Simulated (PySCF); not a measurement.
Species: C₃H₁₁NOSi₂.
Geometry (GFN2-xTB, Å), atoms numbered from 1 in this order:
```
atom  x, y, z in Å
C1    -2.427   -1.362    0.538
C2    -2.275   -0.247   -0.159
Si3   -1.194    1.220    0.351
O4    -1.806    2.597   -0.289
Si5    0.987    0.967   -0.334
N6     1.473   -0.606    0.157
C7     2.783   -1.133   -0.125
H8    -3.036   -2.187    0.200
H9    -1.953   -1.496    1.497
H10   -2.785   -0.181   -1.116
H11   -1.426    1.510    1.769
H12   -1.934    2.709   -1.226
H13    1.890    2.041    0.144
H14    1.205    0.970   -1.797
H15    1.100   -0.983    1.015
H16    3.538   -0.791    0.593
H17    3.085   -0.798   -1.115
H18    2.766   -2.224   -0.115
```

Method used: TDDFT CAM-B3LYP/def2-SVPD, vertical, gas phase, core orbitals frozen in the response in PySCF 2.14.0, density-fitted response routines.

Computed singlets with f of 0.002 or more:

```json
{"state": "S1", "ν̃ (cm⁻¹)": "42930", "f": "0.0034"}
{"state": "S2", "ν̃ (cm⁻¹)": "47840", "f": "0.048"}
{"state": "S3", "ν̃ (cm⁻¹)": "49090", "f": "0.038"}
{"state": "S4", "ν̃ (cm⁻¹)": "50290", "f": "0.034"}
{"state": "S5", "ν̃ (cm⁻¹)": "52500", "f": "0.0095"}
{"state": "S6", "ν̃ (cm⁻¹)": "54640", "f": "0.150"}
{"state": "S7", "ν̃ (cm⁻¹)": "55240", "f": "0.033"}
{"state": "S8", "ν̃ (cm⁻¹)": "55570", "f": "0.023"}
```

Q: Give A, τ, |μ| and ∫σ dE for each state.

A: Relations used (vacuum, state to state): A = 0.6670 f ν̃² s⁻¹ (ν̃ in cm⁻¹); τ = 1/A; f = (2/3) ΔE |μ|² in atomic units; ∫σ dE = 109.76 f Mb·eV.

| state | A (s⁻¹) | τ | \|μ\| (D) | ∫σ dE (Mb·eV) |
| --- | --- | --- | --- | --- |
| S1 | 4.2×10⁶ | 240 ns | 0.41 | 0.37 |
| S2 | 7.3×10⁷ | 14 ns | 1.46 | 5.3 |
| S3 | 6.1×10⁷ | 16 ns | 1.28 | 4.2 |
| S4 | 5.7×10⁷ | 17 ns | 1.20 | 3.7 |
| S5 | 1.8×10⁷ | 57 ns | 0.62 | 1 |
| S6 | 3.0×10⁸ | 3.3 ns | 2.42 | 16 |
| S7 | 6.7×10⁷ | 15 ns | 1.13 | 3.6 |
| S8 | 4.7×10⁷ | 21 ns | 0.94 | 2.5 |

Leading configurations: S1 H→L (79%); S2 H-1→L (84%); S3 H→L+1 (73%); S4 H-1→L+1 (52%); S5 H→L+2 (52%); S6 H-2→L (42%); S7 H-2→L+1 (46%); S8 H→L+3 (50%) (H = HOMO, L = LUMO).

The rates are for emission to S0 at the absorption energy, with no other channel.

Q: Suppose S1 emitted 0.3 eV lower with the same transition dipole. How would A change?

A: At fixed |μ|, A goes as the cube of the energy: (5.02/5.32)³ = 0.84, which makes τ about 280 ns.

Q: How much energy does a mole of photons resonant with S6 carry?

A: 6.774 eV × 96.485 = 654 kJ/mol (156 kcal/mol).

Q: What is the integrated cross-section of all computed states together?

A: Σf = 0.339 over S1 to S8, so 109.76 × Σf ≈ 37.2 Mb·eV.

One conformer stands for the species.
